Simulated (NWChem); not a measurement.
System: GeF3 cation

Excerpt of the output:

```
             Northwest Computational Chemistry Package (NWChem) 7.3.0
             --------------------------------------------------------

 D3H symmetry detected

                             Geometry "geometry" -> ""
                             -------------------------

 Output coordinates in angstroms (scale by  1.889725989 to convert to a.u.)

  No.       Tag          Charge          X              Y              Z
 ---- ---------------- ---------- -------------- -------------- --------------
    1 F                    9.0000     1.18250893     1.18250893     0.00000000
    2 Ge                  32.0000     0.00000000     0.00000000     0.00000000
    3 F                    9.0000    -1.61533724     0.43282831     0.00000000
    4 F                    9.0000     0.43282831    -1.61533724     0.00000000

 Effective nuclear repulsion energy (a.u.)     317.7924089843

      Symmetry information
      --------------------

 Group name             D3h
 Group number             27
 Group order              12
 No. of unique centers     2

                                 NWChem DFT Module
                                 -----------------

 Summary of "ao basis" -> "ao basis" (spherical)
 ------------------------------------------------------------------------------
       Tag                 Description            Shells   Functions and Types
 ---------------- ------------------------------  ------  ---------------------
 F                        aug-cc-pvdz                9       23   4s3p2d
 Ge                       aug-cc-pvdz               14       36   6s5p3d

      Symmetry analysis of basis
      --------------------------

        a1'        20
        a1"         2
        a2'         5
        a2"        10
        e'         48
        e"         20

  Rotation of axis

            General Information
            -------------------
          SCF calculation type: DFT
          Wavefunction type:  closed shell.
          No. of atoms     :     4
          No. of electrons :    58
           Alpha electrons :    29
            Beta electrons :    29
          Charge           :     1
          Spin multiplicity:     1
          Use of symmetry is: on ; symmetry adaption is: on
          Maximum number of iterations: 150
          AO basis - number of functions:   105
                     number of shells:    41
          Convergence on energy requested:  1.00D-06
          Convergence on density requested:  1.00D-05
          Convergence on gradient requested:  5.00D-04

              XC Information
              --------------
                         B3LYP Method XC Potential
                     Hartree-Fock (Exact) Exchange  0.200
                        Slater Exchange Functional  0.800 local
                    Becke 1988 Exchange Functional  0.720 non-local
              Lee-Yang-Parr Correlation Functional  0.810
                  VWN I RPA Correlation Functional  0.190 local

             Grid Information
             ----------------
          Grid used for XC integration:  medium
          Radial quadrature: Mura-Knowles
          Angular quadrature: Lebedev.
          Tag              B.-S. Rad. Rad. Pts. Rad. Cut. Ang. Pts.
          ---              ---------- --------- --------- ---------
          F                   0.50       49          10.0       434
          Ge                  1.25      112          11.0       590
          Grid pruning is: on
          Number of quadrature shells:   161
          Spatial weights used:  Erf1

      Superposition of Atomic Density Guess
      -------------------------------------

 Sum of atomic energies:       -2373.44406881

 Renormalizing density from      59.00 to     58

      Non-variational initial energy
      ------------------------------

 Total energy =   -2349.090210
 1-e energy   =   -3878.271245
 2-e energy   =    1211.388626
 HOMO         =      -1.011066
 LUMO         =      -0.546602

      Symmetry analysis of molecular orbitals - initial
      -------------------------------------------------

  Numbering of irreducible representations:

     1 a1'         2 a1"         3 a2'         4 a2"         5 e'
     6 e"

  Orbital symmetries:

     1 a1'         2 a1'         3 e'          4 e'          5 a2"
     6 a1'         7 e'          8 e'          9 a1'        10 e'
    11 e'         12 a2"        13 e'         14 e'         15 a1'
    16 e"         17 e"         18 a1'        19 e'         20 e'
    21 a1'        22 e'         23 e'         24 a2"        25 e'
    26 e'         27 e"         28 e"         29 a2'        30 a1'
    31 a2"        32 e'         33 e'         34 a1'        35 a2"
    36 e'         37 e'         38 a1'        39 e"

     ---------------------------------------------
      Total Density - Mulliken Population Analysis
     ---------------------------------------------

    Atom       Charge   Shell Charges
 -----------   ------   -------------------------------------------------------
    1 F    9     9.65   2.00  0.95  1.00  0.07  3.53  2.00  0.08  0.00  0.02
    2 Ge  32    29.06   2.00  2.00  1.99  0.65 -0.24 -0.00  6.00  5.94  0.55 -0.03  0.00 10.06  0.06  0.06
    3 F    9     9.65   2.00  0.95  1.00  0.07  3.53  2.00  0.08  0.00  0.02
    4 F    9     9.65   2.00  0.95  1.00  0.07  3.53  2.00  0.08  0.00  0.02

   convergence    iter        energy       DeltaE   RMS-Dens  Diis-err
 ---------------- ----- ----------------- --------- --------- ---------
 d= 0,ls=0.0,diis     1  -2376.0865543046 -2.69D+03  1.95D-02  2.40D+00
 d= 0,ls=0.0,diis     2  -2375.8578336185  2.29D-01  1.10D-02  4.94D+00
 d= 0,ls=0.0,diis     3  -2376.2593390976 -4.02D-01  2.29D-03  1.98D-01
 d= 0,ls=0.0,diis     4  -2376.2749700665 -1.56D-02  2.25D-04  9.75D-04
 d= 0,ls=0.0,diis     5  -2376.2750470962 -7.70D-05  2.72D-05  1.27D-05
  Resetting Diis
 d= 0,ls=0.0,diis     6  -2376.2750484092 -1.31D-06  3.32D-06  2.32D-07
 d= 0,ls=0.0,diis     7  -2376.2750484277 -1.85D-08  1.19D-06  7.44D-09

         Total DFT energy =    -2376.275048427684
      One electron energy =    -3925.574002784463
           Coulomb energy =     1341.679835413164
    Exchange-Corr. energy =     -110.173290040665
 Nuclear repulsion energy =      317.792408984279

 Numeric. integr. density =       58.000012236783

                  Occupations of the irreducible representations
                  ----------------------------------------------

                     irrep           alpha         beta
                     --------     --------     --------
                     a1'               7.0          7.0
                     a1"               0.0          0.0
                     a2'               1.0          1.0
                     a2"               3.0          3.0
                     e'               14.0         14.0
                     e"                4.0          4.0

                       DFT Final Molecular Orbital Analysis
                       ------------------------------------

 Vector   27  Occ=2.000000D+00  E=-7.307997D-01  Symmetry=e"
              MO Center= -5.5D-01,  5.9D-01, -1.4D-14, r^2= 2.5D+00
   Bfn.  Coefficient  Atom+Function         Bfn.  Coefficient  Atom+Function
  ----- ------------  ---------------      ----- ------------  ---------------
    66      0.528295  3 F  pz                 7     -0.394274  1 F  pz
    69      0.338363  3 F  pz                10     -0.252525  1 F  pz
    89     -0.134021  4 F  pz                92     -0.085838  4 F  pz
    48     -0.075076  2 Ge d  1              53      0.057686  2 Ge d  1
    72      0.045300  3 F  pz                13     -0.033808  1 F  pz

 Vector   28  Occ=2.000000D+00  E=-7.307997D-01  Symmetry=e"
              MO Center=  5.5D-01, -5.9D-01,  4.7D-15, r^2= 2.5D+00
   Bfn.  Coefficient  Atom+Function         Bfn.  Coefficient  Atom+Function
  ----- ------------  ---------------      ----- ------------  ---------------
    89      0.532646  4 F  pz                 7     -0.382389  1 F  pz
    92      0.341149  4 F  pz                10     -0.244912  1 F  pz
    66     -0.150257  3 F  pz                69     -0.096237  3 F  pz
    46      0.075076  2 Ge d -1              51     -0.057686  2 Ge d -1
    95      0.045673  4 F  pz                13     -0.032789  1 F  pz

 Vector   29  Occ=2.000000D+00  E=-7.209414D-01  Symmetry=a2'
              MO Center=  2.0D-12,  2.3D-12, -9.1D-26, r^2= 3.2D+00
   Bfn.  Coefficient  Atom+Function         Bfn.  Coefficient  Atom+Function
  ----- ------------  ---------------      ----- ------------  ---------------
    65      0.383140  3 F  py                87     -0.383140  4 F  px
     5      0.280478  1 F  px                 6     -0.280478  1 F  py
    68      0.252679  3 F  py                90     -0.252679  4 F  px
     8      0.184974  1 F  px                 9     -0.184974  1 F  py
    64      0.102662  3 F  px                88     -0.102662  4 F  py

 Vector   30  Occ=0.000000D+00  E=-4.276160D-01  Symmetry=a1'
              MO Center= -1.3D-15,  2.0D-15, -9.1D-18, r^2= 2.5D+00
   Bfn.  Coefficient  Atom+Function         Bfn.  Coefficient  Atom+Function
  ----- ------------  ---------------      ----- ------------  ---------------
    28      1.010116  2 Ge s                 27      0.560163  2 Ge s
    64     -0.280099  3 F  px                88     -0.280099  4 F  py
    67     -0.240556  3 F  px                91     -0.240556  4 F  py
     5      0.205047  1 F  px                 6      0.205047  1 F  py
     3     -0.179237  1 F  s                 62     -0.179237  3 F  s

[...]
```

Level: B3LYP/aug-cc-pVDZ. Coordinates come from a B3LYP/6-31G* (spherical d) optimisation.

Question: Reconstruct the input file.

Answer: One answer among several that fit: the input that was run:
```
start job
memory heap 200 mb stack 900 mb global 1100 mb
charge 1
geometry units angstroms noautoz
  F     -0.998637     1.341409     0.000000
  Ge     0.000000     0.000000     0.000000
  F     -0.662376    -1.535550     0.000000
  F      1.661013     0.194140     0.000000
end
basis spherical
  * library aug-cc-pvdz
end
dft
  xc b3lyp
  iterations 150
  mulliken
end
task dft energy
```
